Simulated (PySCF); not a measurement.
C8H11FS, SMILES CC(C)(C)c1cc(F)cs1.

Coordinates come from a B3LYP-D3(BJ)/def2-SVP optimisation.

Two levels are set side by side: PBE/def2-SVP (PySCF) and CAM-B3LYP/def2-SVP (PySCF). Same geometry, gas phase. Differences are taken from unrounded values.

| quantity | PBE |
|---|---|
| orbital gap (eV) | 4.25 |
| highest occupied level (eV) | -5.42 |
| lowest empty level (eV) | -1.17 |
| dipole moment (D) | 1.60 |
| mean polarisability (bohr³) | 100.1 |

**Question.** These are the PBE values. What does CAM-B3LYP give? (Estimate from the structure and the level; the computed values follow.)

**Answer.** 
| quantity | CAM-B3LYP | PBE minus CAM-B3LYP |
|---|---|---|
| orbital gap (eV) | 8.56 | -4.31 |
| highest occupied level (eV) | -7.77 | 2.35 |
| lowest empty level (eV) | 0.79 | -1.96 |
| dipole moment (D) | 1.76 | -0.16 |
| mean polarisability (bohr³) | 96.1 | 4.0 |

PBE's occupied levels lie high since its potential decays too fast outside the molecule; exact exchange lowers them and widens the gap. Loosely held outer electrons make PBE densities more polarisable. Differences between two approximate levels are no errors against the true value.

Rough cost on one machine, each run with all the roots and properties that it gave: CAM-B3LYP against PBE within a factor of 2.
